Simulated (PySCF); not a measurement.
C2H6FNSe, SMILES CN(C)[Se]F. Atoms are numbered in the order given.

```xyz
11

Se    -0.7660    -0.4103     0.0000
F     -1.3319     1.2938     0.0000
N      0.9906    -0.2215     0.0000
C      1.6672     0.1814    -1.2261
C      1.6672     0.1814     1.2261
H      1.7127     1.2815    -1.3287
H      2.6980    -0.2110    -1.2243
H      1.1346    -0.2306    -2.0936
H      2.6980    -0.2110     1.2243
H      1.7127     1.2815     1.3287
H      1.1346    -0.2306     2.0936
```

The structure is a stationary point at ωB97X-D3(BJ)/def2-SVP. This is a generated structure with no PubChem entry under its InChIKey; it may be hypothetical. The values are those of a single conformer.

Two levels are set side by side: PBE/pcSseg-1 (PySCF) and KT2/pcSseg-1 (PySCF). GIAO shifts against CFCl3 (¹⁹F), Me2Se (⁷⁷Se), NH3 (¹⁵N), TMS (¹H), TMS (¹³C) at the same level; non-relativistic, no solvent, atoms listed together averaged. Differences are taken from unrounded values.

```
quantity                   KT2     PBE  PBE minus KT2
----------------------  ------  ------  -------------
δ(⁷⁷Se) of Se1 (ppm)    2095.2  2143.3           48.0
δ(¹⁹F) of F2 (ppm)      -288.3  -288.4           -0.1
δ(¹⁵N) of N3 (ppm)       136.5   140.2            3.7
δ(¹³C) of C4, C5 (ppm)    57.7    57.4           -0.3
```

Rough cost on one machine, each run with all the roots and properties that it gave: KT2 against PBE within a factor of 2.
